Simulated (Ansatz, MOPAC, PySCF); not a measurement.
CH₆GeO₃, SMILES `[CH3][Ge]([OH])([OH])[OH]`, neutral singlet in the gas phase. The geometry has C3 symmetry (within 0.05 Å) and had no frequency check at the DFT level, so a distortion to lower symmetry isn't ruled out.

Z-matrix (Å, degrees):
```
Ge
O 1 1.7831
H 2 0.9672 1 110.80
O 1 1.7831 2 107.24 3 -109.06
H 4 0.9672 1 110.80 2 5.88
O 1 1.7831 2 107.25 3 5.87
H 6 0.9672 1 110.80 2 -109.05
C 1 1.9307 2 111.61 3 128.41
H 8 1.0992 1 109.60 2 -77.46
H 8 1.0992 9 109.35 1 120.15
H 8 1.0992 9 109.35 10 119.69
```
Charge 0, multiplicity 1.

All levels are single points at this geometry (B3LYP-D3(BJ)/def2-SVP); Pople sets use spherical d functions. Orbital energies aren't observables, and empty levels follow the basis.

```csv
level,HOMO (eV),LUMO (eV),gap (eV),dipole (D),"vertical IE, Delta-SCF (eV)"
B3LYP-D3(BJ)/def2-TZVP in Ansatz,-8.25,-0.19,8.06,0.45,10.50
CAM-B3LYP-D3(BJ)/def2-TZVP in Ansatz,-9.97,1.00,10.97,0.48,–
PBE-D3(BJ)/def2-TZVP in Ansatz,-6.88,-0.72,6.16,0.45,9.93
B3LYP/6-31G* in PySCF,-7.92,0.39,8.31,0.62,10.27
HF/6-31G* in PySCF,-12.22,4.18,16.40,0.71,10.96
AM1 in MOPAC,-11.53,0.28,11.81,0.96,–
PM3 in MOPAC,-10.69,0.48,11.16,0.18,–
PM6 in MOPAC,-11.07,0.18,11.25,0.05,–
PM7 in MOPAC,-10.44,-0.20,10.24,0.95,–
```

Ansatz is a program for electronic structure.
